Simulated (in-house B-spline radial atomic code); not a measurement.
# Two electrons outside the [Ar] 3d10 4s2 core: the arsenic ion As⁺

Computed with an all-electron radial atomic-structure program (B-spline basis): configuration interaction (CI) of the two valence electrons in the field of the frozen Dirac-Fock core, alone and with many-body perturbation theory for the core (screened one- and two-electron correlation potentials), Breit and QED terms; no-pair Dirac Hamiltonian, finite nucleus. Labels give the configuration (outer n counted up each series) and the leading LS term, or the jj pair where no LS term holds 70 %.

The outer s² shell of this core is soft: its mixing with p² is only treated to second order, so levels can be several per cent off.

Command:
```bash
python run_mb.py task.json out
```
Settings (nuclear radius in fm, box in bohr, cutoff in hartree):
```
basis_form          3
Z                   33
core_configuration  [Ar] 3d10 4s2
rms_radius          4.0968
mass_number         75
speed_of_light      137.036
box_radius          30.0
lmax                6
intervals           66
virtual_cutoff      2178.0
```

Cost of the run: 110 s on 1 thread of Arm Neoverse V1, on a shared host.

Excitation energies (cm⁻¹):

```
  level  purity of the LS term  CI alone  CI + MBPT + Breit + QED  Landé g of the LS mixture  measured (NIST)
4p2 3P0                  0.991         0                        0                          -                0
4p2 3P1                    1.0      1027                     1056                       1.50             1063
4p2 3P2                  0.972         ?                        ?                          ?                ?
4p2 1D2                  0.972         ?                        ?                          ?                ?
4p2 1S0                   0.99     21517                    23769                          -            22599
```

Task: Where does 4p2 1D2 lie?

Result: 10610 cm⁻¹ in CI alone and 9601 cm⁻¹ with all corrections; g = 1.01; measured 10096 cm⁻¹.

Task: Where does 4p2 3P2 lie?

Result: 2482 cm⁻¹ in CI alone and 2531 cm⁻¹ with all corrections; g = 1.49; measured 2541 cm⁻¹.

Task: What is the first ionisation energy?

Result: 18.608 eV to the 4p1/2 state of the next ion (17.649 eV from CI alone). NIST lists 18.5892 ± 0.001 eV (measured).
